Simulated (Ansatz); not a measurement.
```yaml
crystal:
  periodic: [false, false, false]
  atoms:
    - {symbol: In, position_ang: [0.218678, -0.194542, -1.079538]}
    - {symbol: S, position_ang: [0.328697, -0.233313, 1.557388]}
    - {symbol: H, position_ang: [0.513262, 1.167728, 1.875646]}
    - {symbol: H, position_ang: [-1.238587, 0.133119, 1.758015]}
    - {symbol: H, position_ang: [1.824918, -0.149794, -1.348955]}
    - {symbol: H, position_ang: [-0.659361, 1.156447, -1.318780]}
    - {symbol: H, position_ang: [-0.521076, -1.866875, -1.264453]}
basis:
  gaussian: {orbitals: def2-SVP}
magnetization: {spin_polarized: true, initial_magnetization: 2}
hamiltonian: {xc: {name: PBEsol}, pseudopotentials: {relativity: scalar}}
scf: {lower_state_search: light}
relax: {f_tol: 0.0001, max_steps: 1}
output: {forces: true}
```

```sh
$ ansatz run in.yaml --threads 4 --pin off --events-out ev --progress --plain --max-ram 3916MiB
```

Shortened log:

```
Functional definition: PBEsol
811 factors; their error is unknown
mean field evaluation 1: about -16075.9804 eV, gradient 1.4e1 eV
mean field evaluation 2: about -16069.6711 eV, gradient 2.9e1 eV
mean field evaluation 4: about -16075.7253 eV, gradient 1.3e1 eV
mean field evaluation 8: about -16077.8734 eV, gradient 1.1e0 eV
mean field evaluation 16: about -16077.8674 eV, gradient 2.0e-3 eV
mean field evaluation 32: about -16074.3667 eV, gradient 9.2e0 eV
mean field evaluation 64: about -16077.6690 eV, gradient 1.1e0 eV
mean field -16077.86736976 eV, -590.8507278689 hartree, gradient 2.1e-5 eV, S^2 2.004456; 8 other end points of the search recorded, 0 dependent functions left out
reference -16077.86741860 eV, -590.8507296637 hartree; 22, 20 occupied and 47, 49 virtual orbitals, 811 factors
relax step   1: F+E_penalty+E_count = -16077.86736976 eV  Δ(F+E_penalty+E_count) = +0.000e0 eV  max|allowed force component| = 2.059e0 eV/Å  Δτ_max = 0.0000 Å  (258 SCF iters, accepted)
Error: geometry relaxation did not converge after 1 steps: max|allowed force component| = 2.06e0 eV/Å (threshold 1.0e-4). Raise `relax.max_steps` over both its present limit and 1, loosen `relax.f_tol`, or start from a geometry closer to equilibrium. Where this run's directory can be resumed (`checkpoint.write`), a resume goes on for up to `relax.max_steps` more
```

(1) What is wrong with this run?

Results:

(1) The relaxation is allowed too few steps for its threshold. The SCF steps converged, but the relaxation ran out of steps.
